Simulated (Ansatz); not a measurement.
BH3N (SMILES B[NH]), charge 0, multiplicity 2, relaxed at each level with Ansatz (a program for electronic structure); harmonic frequencies from differences of analytic forces, average atomic masses, frozen cores. Open shells are unrestricted.

```csv
mode,PBE/def2-TZVPP (cm⁻¹),r2SCAN/def2-TZVPP (cm⁻¹),B3LYP/def2-TZVPP (cm⁻¹),PBE0/def2-TZVPP (cm⁻¹),wB97X-V/def2-TZVPP (cm⁻¹),CCSD(T)/cc-pVDZ (cm⁻¹)
1,249,164,152,177,102,126
2,279,232,272,274,265,(withheld)
3,701,741,754,748,764,803
4,854,908,921,915,940,926
5,999,1068,1081,1072,1102,1106
6,1411,1401,1392,1403,1383,1368
7,2375,2455,2465,2476,2506,(withheld)
8,2454,2526,2540,2556,2586,(withheld)
9,3691,3781,3767,3800,3791,3737
```

Q: Modes are in rising order at each level. Complete the blanks.

A: 
- 7, CCSD(T)/cc-pVDZ (cm⁻¹): 2495
- 8, CCSD(T)/cc-pVDZ (cm⁻¹): 2598
- 2, CCSD(T)/cc-pVDZ (cm⁻¹): 362
